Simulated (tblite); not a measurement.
Task: What does the GFN2-xTB structure of `CCP1C=C(C)CC1` look like in three dimensions?

Result: 
```xyz
21
C7H13P angstrom
C      2.6964    0.8873    0.9778
C      1.9445    0.3683   -0.2395
P      1.0303   -1.2209    0.1586
C     -0.3861   -0.4831    1.0322
C     -1.4182   -0.1644    0.2578
C     -2.6941    0.4560    0.7218
C     -1.2475   -0.4375   -1.2108
C     -0.0172   -1.3320   -1.3872
H      2.0028    1.1234    1.7825
H      3.3957    0.1365    1.3410
H      3.2552    1.7883    0.7297
H      1.2347    1.1166   -0.6021
H      2.6492    0.1389   -1.0439
H     -0.3712   -0.3482    2.1023
H     -2.8720    1.3918    0.1914
H     -2.6654    0.6554    1.7900
H     -3.5326   -0.2080    0.5114
H     -2.1412   -0.9137   -1.6205
H     -1.1219    0.5141   -1.7368
H      0.5713   -1.0748   -2.2687
H     -0.3217   -2.3769   -1.4875
```

Any rigid rotation of these coordinates is as good. Atoms count from 1 in this order. The C–P distances run from 1.820 Å (P3–C4, drawn single) to 1.876 Å (C2–P3, drawn single), a spread of 0.056 Å. The 5 C–C bonds span 1.329 Å (C4=C5, drawn double) to 1.531 Å (C7–C8, drawn single), a spread of 0.202 Å. P3 (phosphine phosphorus) is pyramidal (angles 98.5°, 97.9° and 89.1°, sum 285.6°, 0.97 Å off the plane of its three neighbours). The 5-membered ring P3–C4–C5–C7–C8 has internal angles of 89.1° to 115.9° (sum 537°, against 540° for a flat polygon); it is puckered, 0.09 Å rms from its mean plane, widest ring torsion 19°.

Bonds between heavy atoms (Å): C1–C2 1.522, C2–P3 1.876, P3–C4 1.820, C4=C5 1.329, C5–C6 1.493, C5–C7 1.504, C7–C8 1.531, P3–C8 1.871.

The geometry is computed with GFN2-xTB (gas phase).

Point group: C1 (no symmetry element, even within 0.4 Å). Its GFN2-xTB frequencies are all real (lowest 60 cm⁻¹). One conformer, not necessarily the lowest (C1–C2–P3–C4 78°, C2–P3–C4–C5 90°, C4–C5–C7–C8 13°, C5–C7–C8–P3 -19°, C2–P3–C8–C7 -82°).
